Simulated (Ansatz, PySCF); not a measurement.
Species: InH3 (charge -1, doublet). 
Structure (B3LYP-D3(BJ)/def2-TZVP (Ansatz, a program for electronic structure) minimum search):
```xyz
4

In    -0.0297    -0.0036     0.0127
H      1.1779    -0.4214     1.2772
H      0.1585     1.7081    -0.5035
H      0.1176    -1.1110    -1.3958
```
Charge -1, spin multiplicity 2.

Total electronic energies in hartree. Cores are frozen in the correlated levels unless marked. UHF or UKS for open shells. Spin-orbit coupling is left out. The frozen core is the preceding noble-gas configuration, with the filled d and f shells of earlier blocks. In def2 rows, elements after Kr have scalar-relativistic effective core potentials. CBS(X,Y): correlation extrapolated as X^-3; Hartree-Fock from the larger set. The bracket is a focal-point correction in the basis named.

| level | program | energy (Eh) |
|---|---|---|
| SVWN5/def2-TZVPD | Ansatz | ___ |
| BLYP-D4/def2-TZVPD | Ansatz + dftd4 | -191.86104 |
| BP86-D3(BJ)/def2-TZVPD | PySCF + dftd3 | -192.03781 |
| BP86-D4/def2-TZVPD | PySCF + dftd4 | -192.03918 |
| PBE0/def2-TZVP | Ansatz | -191.90281 |
| PW6B95-D4/def2-TZVPD | PySCF + dftd4 | -192.02358 |
| MN15-D3(BJ)/def2-TZVPD | PySCF + dftd3 | -191.49743 |
| LC-wPBE-D3(BJ)/def2-TZVPD | Ansatz + dftd3 | -191.94690 |
| LC-wPBE/def2-TZVPD | Ansatz | -191.94566 |
| wB97X-V/def2-TZVPD | Ansatz | -191.88464 |
| RPA@PBE/def2-QZVPP | Ansatz | -191.13788 |
| CCSD/def2-QZVPP | Ansatz | -191.04430 |
| CCSD(T)/def2-QZVPP | Ansatz | -191.04718 |
| RI-MP2/CBS(def2-TZVPPD,def2-QZVPPD)+[CCSD(T)-MP2]/def2-QZVPPD | Ansatz | -191.0519 |
| CCSD(T)/CBS(def2-TZVPPD,def2-QZVPPD) | Ansatz | -191.0509 |

What belongs in the gaps?


- SVWN5/def2-TZVPD, energy (Eh): -191.56150
